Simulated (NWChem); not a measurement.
System: CH$_{6}$BeO$_{2}$Si; SMILES [Be]([O]C)[O][SiH3]

The following NWChem deck was run.

```
start job
memory heap 200 mb stack 900 mb global 1100 mb
geometry units angstroms noautosym nocenter noautoz
  Be    -0.512533     0.082273     0.334582
  O     -1.651035     0.345178     1.085162
  C     -2.745631     0.712640     1.824150
  H     -2.528842     1.589614     2.461186
  H     -3.600510     0.976507     1.175166
  H     -3.074868    -0.106730     2.488567
  O      0.650307    -0.189504    -0.432360
  Si     2.003727    -0.467981    -1.317702
  H      1.728946    -1.470645    -2.392776
  H      3.099673    -0.995800    -0.447719
  H      2.479729     0.795798    -1.961091
end
basis spherical
  * library 6-31g*
end
dft
  xc hfexch
  iterations 150
end
property
  efieldgrad
end
task dft property
```

Geometry: optimised at PBE0/def2-SVP.

Vzz is the largest principal value of the second derivative of the potential at the nucleus (NWChem prints the opposite sign); η is the asymmetry. Non-relativistic.

Atoms are numbered as in the input.

Problem. Predict the main results of this run. (Hartree-Fock/6-31G* (spherical d).) Quantities: Vzz Be1 (a.u.); η Be1; Vzz O2 (a.u.); η O2; Vzz O7 (a.u.); η O7.

Solution. 
```
Item             Value
--------------  ------
Vzz Be1 (a.u.)  -0.157
η Be1             0.00
Vzz O2 (a.u.)    1.554
η O2              0.00
Vzz O7 (a.u.)    0.745
η O7              0.00
```
